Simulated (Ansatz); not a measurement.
Ansatz (a first-principles code) input (CCSD(T)/def2-SVPD):

Ansatz 0.2 input:
```yaml
crystal:
  periodic: [false, false, false]
  atoms:
    - {symbol: W, position_ang: [-0.00000000, -0.00000000, -0.78549524]}
    - {symbol: Br, position_ang: [0.00000000, 0.00000000, 1.66076136]}
basis:
  gaussian:
    orbitals: def2-SVPD
magnetization: {spin_polarized: true, initial_magnetization: 5}
correlation: {method: ccsd_t, electrons: outside_noble_gas}
output: {forces: true}
```

Output:

```
Functional definition: HF
integrals: 0.09 GiB planned
713 factors; integrals over basis functions are off by at most 7.4e-4 eV
mean field: 0.32 GiB planned
mean field evaluation 1: about -71796.0918 eV, gradient 1.0e1 eV
mean field evaluation 2: about -71796.1489 eV, gradient 1.0e1 eV
mean field evaluation 4: about -71797.8035 eV, gradient 2.1e0 eV
mean field evaluation 8: about -71797.9210 eV, gradient 1.9e-1 eV
mean field evaluation 16: about -71797.9238 eV, gradient 4.6e-6 eV
mean field evaluation 32: about -71797.6705 eV, gradient 6.1e0 eV
mean field evaluation 64: about -71797.3711 eV, gradient 4.6e0 eV
mean field evaluation 96: about -71797.0980 eV, gradient 6.7e-5 eV
mean field evaluation 128: about -71797.0679 eV, gradient 8.9e-1 eV
mean field evaluation 160: about -71792.6433 eV, gradient 7.9e0 eV
mean field evaluation 192: about -71792.2998 eV, gradient 9.6e-2 eV
mean field evaluation 224: about -71797.0979 eV, gradient 3.9e-2 eV
mean field evaluation 256: about -71796.5600 eV, gradient 5.8e-3 eV
mean field evaluation 288: about -71795.8390 eV, gradient 1.5e-2 eV
mean field evaluation 320: about -71794.2710 eV, gradient 1.6e-1 eV
mean field evaluation 352: about -71794.2726 eV, gradient 1.1e-3 eV
mean field evaluation 384: about -71794.0971 eV, gradient 1.1e-2 eV
mean field evaluation 416: about -71793.9318 eV, gradient 3.3e0 eV
mean field evaluation 448: about -71794.1367 eV, gradient 7.2e0 eV
mean field evaluation 480: about -71796.5600 eV, gradient 7.2e-3 eV
mean field evaluation 512: about -71796.5597 eV, gradient 2.5e-1 eV
mean field evaluation 544: about -71794.2722 eV, gradient 1.4e0 eV
mean field evaluation 576: about -71794.2713 eV, gradient 1.2e-1 eV
mean field -71797.92383825 eV, -2638.5250346750 hartree, gradient 4.6e-6 eV, S^2 8.769397; 13 other end points of the search recorded, 0 dependent functions left out
determinant -71797.92383825 eV, -2638.5250346750 hartree, with singles and doubles -71803.59521434 eV, -2638.7334539020 hartree
determinant -71797.09801779 eV, -2638.4946863329 hartree, with singles and doubles -71802.63076917 eV, -2638.6980111959 hartree
determinant -71796.56003993 eV, -2638.4749160113 hartree, with singles and doubles -71802.02910376 eV, -2638.6759003997 hartree
determinant -71795.83898696 eV, -2638.4484178034 hartree, with singles and doubles -71801.39509038 eV, -2638.6526008379 hartree
18 core orbitals not correlated
reference -71797.92383825 eV, -2638.5250346750 hartree; 9, 4 occupied and 49, 54 virtual orbitals, 713 factors
densities: 0.32 GiB planned
second order -5.19208455 eV of doubles, -0.00000000 eV of singles
coupled cluster: 0.24 GiB planned
cycle   1  -5.66813266 eV  change   -1.6e-1 eV  update   2.2e-2
cycle   2  -5.68225268 eV  change   -1.4e-2 eV  update   6.7e-3
cycle   3  -5.68522825 eV  change   -3.0e-3 eV  update   3.9e-3
cycle   4  -5.68715327 eV  change   -1.9e-3 eV  update   1.4e-3
cycle   5  -5.68739549 eV  change   -2.4e-4 eV  update   6.0e-4
cycle   6  -5.68765637 eV  change   -2.6e-4 eV  update   2.8e-4
cycle   7  -5.68770533 eV  change   -4.9e-5 eV  update   1.3e-4
cycle   8  -5.68771462 eV  change   -9.3e-6 eV  update   6.7e-5
cycle   9  -5.68772213 eV  change   -7.5e-6 eV  update   3.5e-5
cycle  10  -5.68772330 eV  change   -1.2e-6 eV  update   1.6e-5
cycle  11  -5.68772444 eV  change   -1.1e-6 eV  update   6.1e-6
cycle  12  -5.68772468 eV  change   -2.3e-7 eV  update   2.2e-6
cycle  13  -5.68772502 eV  change   -3.5e-7 eV  update   7.9e-7
cycle  14  -5.68772498 eV  change    4.9e-8 eV  update   3.2e-7
perturbative correction -0.17306559 eV, -0.0063600430 hartree
the calculation of the forces begins
Total energy: -71803.78462881 eV, -2638.7404147555 hartree
Atom 0 at    -0.000000    -0.000000    -0.785495 Å, force    -0.000000    -0.000000    -0.456691 eV/Å
Atom 1 at     0.000000     0.000000     1.660761 Å, force     0.000000    -0.000000     0.456691 eV/Å
Dipole moment:    -0.000000     0.000000    -0.802894 e Å
```

The spin state was set by rule; other spins were not relaxed.
